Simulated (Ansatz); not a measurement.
[NbS4]3- (NbS₄³⁻). Charge -3, multiplicity 1. Geometry B3LYP-D4/def2-SVPD, basis def2-TZVPD, Ansatz.

Cartesian coordinates in Å:
```
Nb 0.0001 -0.0002 0.0003
S 1.7141 1.4055 -0.7179
S -1.9618 0.5216 -1.1436
S -0.3345 0.2887 2.2880
S 0.5821 -2.2156 -0.4268
```

```json
{"run": "A", "HOMO (eV)": "3.47", "LUMO (eV)": "9.13"}
{"run": "B", "HOMO (eV)": "4.83", "LUMO (eV)": "8.40"}
{"run": "C", "HOMO (eV)": "5.64", "LUMO (eV)": "8.09"}
{"run": "D", "HOMO (eV)": "6.01", "LUMO (eV)": "7.82"}
{"run": "E", "HOMO (eV)": "5.51", "LUMO (eV)": "8.32"}
{"run": "F", "HOMO (eV)": "6.35", "LUMO (eV)": "7.64"}
```

In the def2 sets Nb takes a core potential; there is no spin–orbit coupling. HSE06 is defined as in plane-wave codes, on full-range PBE exchange. A multiply charged anion in the gas phase is held together partly by the finite basis. Removing one electron lowers the energy by 4.36 eV at PBE0-D4/def2-TZVPD, so it isn't bound.

Question: The runs used BHLYP, HF, HSE06, LDA (SPW92), PBE0, r2SCAN0. Estimate which is which.

Answer: A HF (100 % exact exchange); B BHLYP (50 % exact exchange); C PBE0 (25 % exact exchange); D HSE06 (range-separated); E r2SCAN0 (25 % exact exchange); F LDA (SPW92) (0 % exact exchange). Exact exchange lowers occupied and raises empty levels; among semilocal functionals meta-GGAs tend to open the gap a little, and such runs are hard to tell apart. The gap grows from 1.29 eV (LDA (SPW92)) to 5.66 eV (HF). At HF/def2-TZVPD, BHLYP-D4/def2-TZVPD, PBE0-D4/def2-TZVPD, HSE06-D4/def2-TZVPD and others the highest occupied level of the charge -3 singlet lies above zero (up to 6.35 eV). By energy differences it is unbound by 4.36 eV (vertical, against the charge -2 doublet, at CCSD(T)/def2-SVPD) and held by the finite basis.
